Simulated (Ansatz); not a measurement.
Calculated with Ansatz (gas phase, PBE0-D4/def2-TZVP geometries, no zero-point term in ΔE). CBS: MP2 limit from def2 TZ/QZ plus the TZ coupled-cluster correction, frozen cores. DFT in def2-TZVPP. B3LYP here is the variant with VWN-RPA as its local correlation; programs differ in this. HSE06 is defined as in plane-wave codes. Each species was taken in one conformer, which may not be the lowest.

`BOCF` + `C=CC` → `B/C=C/C` + `OCF`  (formal exchange of groups at a B–O bond)

```
   level  ΔE (kJ/mol)
B3LYP-D4        101.6
HSE06-D4         95.1
```

Question: What does CCSD(T)/CBS give? (Best estimate.)

Answer: Computed: +102.9 kJ/mol. The listed levels differ from it by -1.3, -7.8 kJ/mol.

Largest T1 diagnostic among the species: 0.013.

From BLYP to BHLYP (50 % exact exchange), in def2-TZVPP and without D4, ΔE moves by +3.0 kJ/mol. Leaving LDA and LC-ωPBE aside and taking each functional with its dispersion term where it has one, the values, not all of them listed here, spread over 14.2 kJ/mol, from revPBE-D4 to CAM-B3LYP-D4. LDA lies +4.3 kJ/mol from PBE without D4.
